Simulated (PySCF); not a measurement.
**La⁺: interval between two levels**

La⁺ [Xe] 5d2 [3F4, M_J = 4] → La⁺ [Xe] 5d1 6p1 [3F4, M_J = 4], as a difference of total energies. Computed with PySCF 2.14 in x2c-TZVPall-2c with one added diffuse shell each of s, p, d type (12s12p11d2f, 117 functions), with the two-component X2C-1e Hamiltonian. Correlated levels: [Ar] 3d10 frozen; the 18 highest virtual spinors dropped. "Screened" scales the spin-orbit matrix elements by Boettger's factors to mimic the two-electron term; Breit and QED terms are absent.

```
                    method  interval between two levels (cm⁻¹)
 GHF (screened spin-orbit)                               22627
GMP2 (screened spin-orbit)                               22376
```

The labels give the starting determinants; with spin-orbit coupling the two ends relaxed to ⟨J²⟩ = 20.02, ⟨L²⟩ = 12.07, ⟨S²⟩ = 2.04 and ⟨J²⟩ = 20.01, ⟨L²⟩ = 12.05, ⟨S²⟩ = 2.04.
